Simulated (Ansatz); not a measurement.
`B[SiH2]O` + `O[SiH2][SiH3]` → `B[SiH](O)[SiH3]` + `O[SiH3]` at 700 K and 1 bar (formal exchange of groups at a B–Si bond).

Calculated with Ansatz (gas phase, PBE0-D4/def2-TZVP geometries, no zero-point term in ΔE). CBS: MP2 limit from def2 TZ/QZ plus the TZ coupled-cluster correction, frozen cores. Each species was taken in one conformer, which may not be the lowest.

```json
{"species": "`B[SiH2]O`", "CCSD(T)/CBS energy (Eh)": "-392.05150", "H − E (kJ/mol)": "194.3", "S (J/(mol·K))": "392.7"}
{"species": "`O[SiH2][SiH3]`", "CCSD(T)/CBS energy (Eh)": "-656.96789", "H − E (kJ/mol)": "215.7", "S (J/(mol·K))": "426.7"}
{"species": "`B[SiH](O)[SiH3]`", "CCSD(T)/CBS energy (Eh)": "-682.33266", "H − E (kJ/mol)": "266.0", "S (J/(mol·K))": "495.7"}
{"species": "`O[SiH3]`", "CCSD(T)/CBS energy (Eh)": "-366.69042", "H − E (kJ/mol)": "144.6", "S (J/(mol·K))": "321.6"}
```

H − E and S are ideal-gas, rigid-rotor, harmonic terms from PBE0-D4/def2-TZVP, for one conformer and one mirror image of each species. 1 Eh = 2625.50 kJ/mol, R = 8.31446 J/(mol·K).

Problem. By hand: ΔE, ΔH, ΔS and ΔG.

Solution. ΔE = (-682.33266) + (-366.69042) − (-392.05150) − (-656.96789) = -0.00369 Eh = -9.7 kJ/mol. Δ(H − E) = 266.0 + 144.6 − 194.3 − 215.7 = 0.6, so ΔH = -9.1 kJ/mol. ΔS = 495.7 + 321.6 − 392.7 − 426.7 = -2.1 J/(mol·K). ΔG = -9.1 − 700 × (-2.1)/1000 = -7.6 kJ/mol.

Problem. By hand: the equilibrium constant, and the temperature at which ΔG would vanish if ΔH and ΔS stayed fixed.

Solution. log₁₀ K = −ΔG/(RT ln 10) = 0.6. ΔG = 0 at ΔH/ΔS = 4333 K, far beyond where these terms or the molecules hold.

The number of gas molecules stays the same, so ΔS is small and ΔH decides. A doubt of 5 kJ/mol in ΔE shifts log₁₀ K by 0.4 here. Other conformers and mirror images would add mixing entropy, several J/(mol·K) or more a flexible species. These are equilibria of isolated gas molecules and say nothing of rates. Largest T1 diagnostic: 0.014 (customary marks: 0.02 for closed shells, 0.045 for open ones).
